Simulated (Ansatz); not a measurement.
HgF2, relaxed as a singlet with RKS B3LYP-D4/def2-TZVP in Ansatz, starting from the GFN1-xTB geometry. Force threshold 0.02 eV/Å.

In the def2 sets Hg takes a core potential; there is no spin–orbit coupling. The structure comes from a short search, and lower isomers may exist.

Start:

Cartesian coordinates in Å:
```
Hg -0.004 0.001 -0.007
F -1.604 0.294 0.700
F 1.608 -0.295 -0.692
```

Question: Estimate the energy that the relaxation releases and the steps that it takes.

Answer: 0.77 eV, in 4 steps; 22 s on 2 threads of AMD EPYC 7571 on a shared host. No frequencies were taken in this run, so the end may be a saddle point.

Question: Does the start keep its bonding and symmetry?

Answer: By distances, no bond broke or formed. The bond that changes most is Hg1–F2, from 1.77 to 1.94 Å (atoms count from 1). Point group D∞h at the start, D∞h at the end, both within 0.05 Å.

Question: Predict the relaxed structure.

Answer: 
```xyz
3

Hg    0.000    0.000    0.000
F    -1.751    0.321    0.759
F     1.751   -0.321   -0.759
```
Bond lengths: 2 × F–Hg 1.94 Å.
